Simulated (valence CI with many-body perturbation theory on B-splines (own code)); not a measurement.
**Pb⁶⁸⁺: fill in the table**

Level of theory: relativistic CI+MBPT: four valence electrons over a frozen Dirac-Fock core [Ne], a basis of 11 s, 11 p, 10 d, 8 f, 5 g, 2 h functions for each j, with the one-electron correlation potential Σ1 (screened to all orders), the two-electron term Σ2, the three-electron term Σ3, Breit, model QED; selected single and double excitations, second order for the rest, scaled by the run's own slope (own B-spline code, finite nucleus).

No measured spectrum was set against this ion. As an estimate, large intervals hold to a few tenths of a per cent, small ones and those within an open d or f shell to about a per cent. Among the levels kept, up to 570 cm⁻¹ of a level comes from second order outside the variational space, and about a tenth of that is noise between levels of different J, which matters for small intervals.

| Level | E (× 10³ cm⁻¹) |
| --- | --- |
| (3s^2 3p1/2^2) J=0 | 0.00 |
| (3s^2 3p1/2 3p3/2) J=1 | 4652.5 |
| (3s^2 3p1/2 3p3/2) J=2 | 4736.1 |
| (3s 3p1/2^2 3p3/2) J=2 | 6268.7 |
| (3s 3p1/2^2 3p3/2) J=1 | ? |
| (3s^2 3p1/2 3d3/2) J=2 | 6674.4 |
| (3s^2 3p1/2 3d3/2) J=1 | ? |
| (3s^2 3p1/2 3d5/2) J=2 | 7913.2 |
| (3s^2 3p1/2 3d5/2) J=3 | ? |
| (3s 3p1/2^2 3d3/2) J=1 | ? |
| (3s 3p1/2^2 3d3/2) J=2 | 8400.6 |
| (3s^2 3p3/2^2) J=2 | 9456.0 |
| (3s 3p1/2^2 3d5/2) J=3 | ? |
| (3s^2 3p3/2^2) J=0 | 9642.6 |
| (3s 3p1/2^2 3d5/2) J=2 | 9655.1 |
| (3s 3p1/2 3p3/2^2) J=2 [a] | 10827 |
| (3s 3p1/2 3p3/2^2) J=3 | 11003 |
| (3s 3p1/2 3p3/2^2) J=0 | ? |
| (3s 3p1/2 3p3/2^2) J=2 [b] | 11230 |
| (3s 3p1/2 3p3/2^2) J=1 [a] | 11242 |

Levels are named by their leading jj configuration (3d3/2^4 stands for four electrons in 3d with j = 3/2), which in mixed levels can hold well under half, so a name can repeat and another be missing. Letters in brackets count levels of one name in rising energy.

(1) The levels stand in rising order. What does the calculation give for the missing energies?

Results:

(1) (3s 3p1/2^2 3p3/2) J=1 6509.6; (3s^2 3p1/2 3d3/2) J=1 7097.8; (3s^2 3p1/2 3d5/2) J=3 7928.3; (3s 3p1/2^2 3d3/2) J=1 8331.2; (3s 3p1/2^2 3d5/2) J=3 9525.9; (3s 3p1/2 3p3/2^2) J=0 11100.
